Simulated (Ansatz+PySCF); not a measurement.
## singlet H8: levels of theory in one basis

| atom | x (Å) | y (Å) | z (Å) |
| --- | --- | --- | --- |
| H | 0.0000 | 0.0000 | 0.0000 |
| H | 0.0000 | 0.0000 | 1.8000 |
| H | 0.0000 | 0.0000 | 3.6000 |
| H | 0.0000 | 0.0000 | 5.4000 |
| H | 0.0000 | 0.0000 | 7.2000 |
| H | 0.0000 | 0.0000 | 9.0000 |
| H | 0.0000 | 0.0000 | 10.8000 |
| H | 0.0000 | 0.0000 | 12.6000 |

Basis set: cc-pVDZ (spherical functions). All electrons are correlated. Charge 0, multiplicity 1.

Computed with Ansatz (development build ahead of 0.2.0); each method stands on the lowest determinant of its kind that the runs found. NEVPT2 correlates all electrons. Active spaces start from the frontier orbitals, and the lowest solution found is given.

| method | E − E(RHF) (eV) | <S²> of the determinant |
| --- | --- | --- |
| RHF | 0.00 | 0.00 |
| UHF | -6.27 | 2.97 |
| RHF-MP2 | -4.79 | – |
| RHF-CCSD | -8.82 | – |
| RHF-CCSD(T) | -9.11 | – |
| RHF-CCSDT(Q) | -8.52 | – |
| SC-NEVPT2(8,8) | -8.36 | – |

(1) What does CASSCF(8,8) give on the same scale?

(2) Is a single determinant a sound starting point here?

Results:

(1) -7.98 eV.

(2) It is doubtful. Unrestricted orbitals lower Hartree–Fock by 6.27 eV and <S²> is 2.97 where a pure state has 0.00, a sign of strong static correlation. The CASSCF(8,8) natural occupations are 1.76, 1.72, 1.62, 1.46, 0.56, 0.38, 0.28, 0.22.

Caution for RHF, RHF-MP2, RHF-CCSD, RHF-CCSD(T), RHF-CCSDT(Q): an unrestricted determinant lies well below. Caution for UHF: the unrestricted determinant is a mixture of spin states; the determinant breaks the point group. Caution for RHF-MP2, RHF-CCSD, RHF-CCSD(T), RHF-CCSDT(Q): large amplitudes, a single reference is doubtful. Caution for RHF-MP2, RHF-CCSD, RHF-CCSD(T): the program doubts this total. Caution for RHF-CCSDT(Q): the amplitudes may be one of several solutions.
